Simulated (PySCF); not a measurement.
B3LYP has the VWN-RPA correlation part, as in Gaussian. Delta-SCF ions had no search for a lower state. Excitations are Tamm–Dancoff values on a coarser integration grid. The basis has no diffuse functions, so Rydberg states are missing or too high.

# CH$_{5}$BN$_{2}$, SMILES `B=NCN` (B–N–C–N torsion -12°, N–C–N–H torsion -177°) (charge 0, multiplicity 1)

Computed with B3LYP-D3(BJ)/def2-TZVP run with PySCF.

```yaml
HOMO: -6.74 eV
dipole_moment: 0.292 e·Å
LUMO: 0.28 eV
HOMO–LUMO gap: 7.03 eV
S1 excitation (TDA): 5.95 eV
S1 oscillator strength: 0.002
T1 excitation (TDA): 5.54 eV
S1–T1 gap (TDA): 0.41 eV
vertical ionisation energy (Delta-SCF): 9.27 eV
total_energy: -175.5474 Ha
cost: about 80 core-seconds (a rough figure)
```

```xyz
9

B      2.1232    -0.1868     0.1216
N      0.9443     0.0280    -0.1750
C     -0.4113     0.2555    -0.4742
N     -1.2776    -0.4399     0.4781
H      3.2402    -0.3827     0.3961
H     -0.6413    -0.1341    -1.4710
H     -0.5806     1.3423    -0.5057
H     -2.2497    -0.3042     0.2232
H     -1.1472    -0.0541     1.4069
```
Charge 0, spin multiplicity 1.
